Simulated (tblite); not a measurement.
Start geometry of `[SiH3]O[SiH]1C=CC=C1` from a force field or distance geometry (Å):
```
atom  x, y, z in Å
Si1    2.4903   -0.2754    0.1819
O2     1.4576   -0.2812   -1.2042
Si3    0.0110    0.5353   -0.9897
C4    -1.4695   -0.5861   -1.1886
C5    -2.0729   -0.5985   -0.0052
C6    -1.5282    0.1828    1.0195
C7    -0.4341    0.8795    0.7648
H8     1.7517   -0.8216    1.3298
H9     2.9840    1.0642    0.4972
H10    3.5791   -1.2139   -0.1328
H11   -0.1367    1.7163   -1.8427
H12   -1.7687   -1.1401   -2.0660
H13   -3.0001   -1.2144    0.1283
H14   -1.9683    0.2374    2.0428
H15    0.1003    1.5237    1.4431
```

Problem. What comes out of this run: GFN2-xTB geometry optimisation, gas phase (tblite)?

Solution. 
```
atom  x, y, z in Å
Si1    2.8861   -0.4701    0.0482
O2     1.5200    0.1700   -0.5416
Si3   -0.0127    0.6539   -0.7424
C4    -1.2762   -0.7313   -0.9758
C5    -2.1982   -0.6492   -0.0110
C6    -2.0034    0.4002    0.9849
C7    -0.9232    1.1729    0.8300
H8     2.5652   -1.3074    1.2027
H9     3.7278    0.6650    0.4218
H10    3.4522   -1.2478   -1.0517
H11    0.0458    1.6533   -1.8054
H12   -1.3308   -1.4683   -1.7593
H13   -3.0514   -1.3085    0.0741
H14   -2.7144    0.4997    1.7938
H15   -0.6913    1.9757    1.5098
```

The energy falls by 66.2 kJ/mol over 71 L-BFGS steps, the largest force on an atom goes from 3.25 to 0.008 eV/Å, and the atoms move by 0.639 Å rms after alignment. The bond that changes most is Si1–O2 (oxygen-bound silicon to siloxane oxygen), which shortens by 0.109 Å. Bonds longer at the end by more than 0.005 Å: 5 of 15; shorter: 6. Among the angles that change most is Si1–O2–Si3, from 114.3° to 164.0°. Rotational constants go from 3716, 1298, 1131 to 4155, 1003, 957.2 MHz. The orientation of the end geometry is arbitrary; only internal coordinates are fixed.

GFN2-xTB frequencies show an imaginary mode (20i cm⁻¹), so the point is no minimum at that level. 2 starts were optimised and ended at 0.00 and 0.21 kcal/mol (GFN2-xTB); the lowest of these is shown.

These are computed values.
